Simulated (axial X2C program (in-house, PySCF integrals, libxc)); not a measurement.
## TeCl⁺: properties at the nuclei

Computed with an axial X2C code built on PySCF integrals: two-component X2C with atomic mean-field Coulomb and Gaunt terms, Gaussian nuclei, basis Te dyall-cv3z, Cl dyall-av3z with contracted cores.

R = 2.236 Å (near the PBE0 minimum at charge 1 of the determinant lowest at the starting distance; the state shown can have its own minimum elsewhere).

Input and command:
```json
{"zs": [52, 17], "q": 1, "bas": ["dyall-cv3z", "dyall-av3z"], "r0": 2.35, "levels": ["PBE0", "HF", "BP86", "BHandHLYP", "LDA"], "nst": 3}
```
```bash
python soeom.py task.json out
```

Keys: zs atomic numbers; q charge; bas basis sets; r0 starting distance in Å; levels methods; nst determinants followed.

Determinant lowest in the PBE0 search, Ω = 1 (⟨Sz⟩ = 0.99, ⟨Lz⟩ = 0.01 at PBE0), spin on the atoms Te 0.89, Cl 0.10:

| level | Eeff magnitude (GV/cm) | Ws magnitude Te (kHz) | A∥/gI Te (MHz) | qzz Te (a.u.) | A∥/gI Cl (MHz) | qzz Cl (a.u.) |
| --- | --- | --- | --- | --- | --- | --- |
| PBE0 | 1.24 | 0.578 | -1220 | 4.24 | -51.1 | 3.08 |
| HF | 1.54 | 1.04 | -1100 | 3.23 | 3.13 | 3.63 |
| BP86 | 1.82 | 0.926 | -1180 | 4.73 | -72.4 | 2.82 |
| BHandHLYP | 1.37 | 0.652 | -1090 | 4.22 | -32.7 | 3.22 |
| LDA | 2.48 | 1.32 | -1150 | 4.97 | -81.8 | 2.79 |

Determinant 0.28 eV from it at PBE0 and this distance, Ω = 0 (closed shell), highest spinor 69% Te p, 23% Cl p, 4% Cl d:

```
    level  qzz Te (a.u.)  qzz Cl (a.u.)
     PBE0           5.31           2.84
       HF           4.28           3.35
     BP86           5.71           2.62
BHandHLYP           5.00           3.06
      LDA           5.79           2.65
```

Eeff is the effective electric field on the electron electric dipole moment in this Ω state and Ws the scalar–pseudoscalar constant of the nucleus named (defined with the proton number Z and per Ω); A∥ (defined per Ω) follows by multiplying with gI = μI/(I μN); qzz is the electric field gradient, eQq0 = 234.96 MHz × Q/barn × qzz. The operators were transformed with the bare-nucleus X2C matrices; with these basis sets, hyperfine constants and field gradients can be off by tens of per cent, and where levels differ in sign neither size nor sign is settled.

With gI(125Te) = -1.7770, Q(35Cl) = -0.08112 barn (g factors from the IAEA table of nuclear moments by Stone; Q from Pyykkö, Mol. Phys. 2018), turn the PBE0 values of the first state into constants in MHz.

A∥(125Te) = -1220 × -1.7770 = 2170 MHz; eQq0(35Cl) = 234.96 × (-0.08112) × (3.08) = -58.7 MHz.

Each state is one determinant with collinear spin, which with several unpaired electrons need not be a pure state. Unrestricted Hartree–Fock can overshoot spin polarisation at the nuclei. In the state Ω = 1 the sign of Eeff differs between levels (HF against PBE0). A closed determinant beside an open π² or δ² triplet, such as (π1/2)², mixes with its partner pair into the 0⁺ component of the triplet and ¹Σ⁺, so its energy is not that of a level, and 0⁺ can lie lowest. With several open shells hyperfine constants can be off by a factor of several. Where Eeff spreads by more than a factor of two the levels disagree and none is to be relied on. Open-shell Ω = 0 determinants with evenly filled partner blocks cannot be reached by this program, so the Ω shown need not be the lowest component. States lie within half an eV, so the first need not be the ground state. The sign of Ws at Te differs between levels in the first state. Further determinants of the search, some of them spin-mixed, are not shown. Where a field gradient or hyperfine factor spreads by more than a factor of two over the levels, a constant derived from it is not to be relied on. PBE0 term energies can be off by some tenths of an eV.
